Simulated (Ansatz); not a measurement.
These are frozen-core CCSD(T)/cc-pVTZ // B3LYP-D3(BJ)/def2-TZVP run with Ansatz (a quantum-chemistry and plane-wave program) values and carry that method's errors. The geometry is that of the parent before the electron was removed.

Ansatz 0.2 input:
```yaml
crystal:
  periodic: [false, false, false]
  atoms:
    - { symbol: C, position_ang: [-1.359555, -0.005488, 0.955238] }
    - { symbol: C, position_ang: [-0.823687, 0.614339, -0.103551] }
    - { symbol: N, position_ang: [0.500952, 0.661554, -0.447908] }
    - { symbol: Si, position_ang: [1.687481, -0.35603, -0.726944] }
    - { symbol: H, position_ang: [-2.414494, 0.089809, 1.168799] }
    - { symbol: H, position_ang: [-0.748457, -0.568357, 1.64994] }
    - { symbol: H, position_ang: [-1.470964, 1.214475, -0.742375] }
    - { symbol: H, position_ang: [1.602361, -1.835696, -0.758396] }
    - { symbol: H, position_ang: [3.026364, 0.185396, -0.994802] }
basis:
  gaussian: { orbitals: cc-pVTZ }
correlation:
  method: ccsd_t
total_charge: 1
magnetization:
  spin_polarized: true
  initial_magnetization: 1
```

Output:

```
Functional definition: HF
1115 factors; integrals over basis functions are off by at most 1.4e-3 eV
mean field evaluation 1: about -11466.9099 eV, gradient 3.9e1 eV
mean field evaluation 2: about -11466.9217 eV, gradient 3.9e1 eV
mean field evaluation 4: about -11476.4536 eV, gradient 5.9e0 eV
mean field evaluation 8: about -11476.9644 eV, gradient 5.0e-1 eV
mean field evaluation 16: about -11476.9768 eV, gradient 2.0e-6 eV
mean field evaluation 32: about -11476.9038 eV, gradient 1.1e0 eV
mean field evaluation 64: about -11475.8301 eV, gradient 1.2e0 eV
mean field evaluation 96: about -11471.8605 eV, gradient 9.4e0 eV
mean field evaluation 128: about -11475.6190 eV, gradient 1.9e0 eV
mean field evaluation 160: about -11468.7580 eV, gradient 1.3e1 eV
mean field -11476.97677717 eV, -421.7711171868 hartree, gradient 2.0e-6 eV, S^2 0.858799; 6 other end points of the search recorded, 0 dependent functions left out
determinant -11476.97677717 eV, -421.7711171868 hartree, with singles and doubles -11494.30263987 eV, -422.4078308969 hartree
determinant -11475.57489127 eV, -421.7195988302 hartree, with singles and doubles -11492.81771750 eV, -422.3532610063 hartree
8 core orbitals not correlated
reference -11476.97677717 eV, -421.7711171868 hartree; 11, 10 occupied and 175, 176 virtual orbitals, 1115 factors
second order -15.91173678 eV of doubles, -0.00000000 eV of singles
cycle   1  -17.05236225 eV  change    -1.3e0 eV  update   3.0e-2
cycle   2  -17.09640495 eV  change   -4.4e-2 eV  update   7.4e-3
cycle   3  -17.09525849 eV  change    1.1e-3 eV  update   4.4e-3
cycle   4  -17.09865526 eV  change   -3.4e-3 eV  update   2.2e-3
cycle   5  -17.10104729 eV  change   -2.4e-3 eV  update   1.5e-3
cycle   6  -17.10170952 eV  change   -6.6e-4 eV  update   9.6e-4
cycle   7  -17.10231785 eV  change   -6.1e-4 eV  update   6.8e-4
cycle   8  -17.10210779 eV  change    2.1e-4 eV  update   4.1e-4
cycle   9  -17.10181923 eV  change    2.9e-4 eV  update   1.7e-4
cycle  10  -17.10177938 eV  change    4.0e-5 eV  update   7.1e-5
cycle  11  -17.10181400 eV  change   -3.5e-5 eV  update   3.5e-5
cycle  12  -17.10180645 eV  change    7.6e-6 eV  update   1.7e-5
perturbative correction -0.76675055 eV, -0.0281775630 hartree
Total energy: -11494.84533417 eV, -422.4277745448 hartree
```

Cost: about 12 core-minutes (a rough figure).
